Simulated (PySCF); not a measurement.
Bonds (- single, = double, # triple, : aromatic): C1-Si2, Si2-N3, Si2-N4, Si2-C5, C5-C6, C6-C7, C7-C5. C1 carries H8, H9, H10; N3 carries H11, H12; N4 carries H13, H14; C5 carries H15; C6 carries H16, H17; C7 carries H18, H19. H17, H19 are cis to Si2 on the ring; H16, H18 are trans to Si2 on the ring.

- structure optimised with GFN2-xTB
- σ from GIAO-PBE0/pcSseg-1
- code: PySCF 2.14
- rapidly exchanging positions averaged, one computed conformer, non-relativistic Hamiltonian, no solvent

Chemical shifts δ = σref − σ; 13C (σ = 186.93 ppm), 1H (σ = 31.72 ppm), 29Si (σ = 349.16 ppm) against TMS; 15N (σ = 267.73 ppm) against NH3, all at this level.

```json
{"atoms": "H11/H12/H13/H14", "nucleus": "1H", "count": "4", "Hirshfeld charge": "0.11", "δ (ppm)": "0.04"}
{"atoms": "H8/H9/H10", "nucleus": "1H", "count": "3", "Hirshfeld charge": "0.04", "δ (ppm)": "0.05"}
{"atoms": "Si2", "nucleus": "29Si", "count": "1", "Hirshfeld charge": "0.45", "δ (ppm)": "-6.2"}
{"atoms": "C6/C7", "nucleus": "13C", "count": "2", "Hirshfeld charge": "-0.09", "δ (ppm)": "?"}
{"atoms": "H16/H18", "nucleus": "1H", "count": "2", "Hirshfeld charge": "0.04", "δ (ppm)": "0.45"}
{"atoms": "N3/N4", "nucleus": "15N", "count": "2", "Hirshfeld charge": "-0.32", "δ (ppm)": "?"}
{"atoms": "C1", "nucleus": "13C", "count": "1", "Hirshfeld charge": "-0.23", "δ (ppm)": "1.8"}
{"atoms": "H17/H19", "nucleus": "1H", "count": "2", "Hirshfeld charge": "0.04", "δ (ppm)": "?"}
{"atoms": "H15", "nucleus": "1H", "count": "1", "Hirshfeld charge": "0.04", "δ (ppm)": "-0.62"}
{"atoms": "C5", "nucleus": "13C", "count": "1", "Hirshfeld charge": "-0.15", "δ (ppm)": "1.4"}
```

Q: Complete the table.

A: 
- C6/C7: 2.3 ppm, three-membered-ring carbon; carbons of three-membered rings are unusually shielded
- H17/H19: 0.17 ppm, hydrogen on a three-membered-ring carbon; cyclopropane-type protons are shielded by the ring
- N3/N4: 17.0 ppm, nitrogen bonded to Si, 2 H

Exchangeable OH/NH protons stand at their gas-phase positions; hydrogen bonding in a real sample shifts them, mostly to higher δ. Shifts are as computed. Against solution values, carbons near 30 ppm lie about +3 ppm off and those near 130 ppm about +5 ppm. Of 1211 compounds with measured shifts, 218 miss one by over three times the rms of a fit or turn the order of signals round; such compounds aren't used in these exercises. Experimental scales use liquid or dissolved standards, which lie at an offset from isolated NH3 (liquid NH3: subtract about 20 ppm).
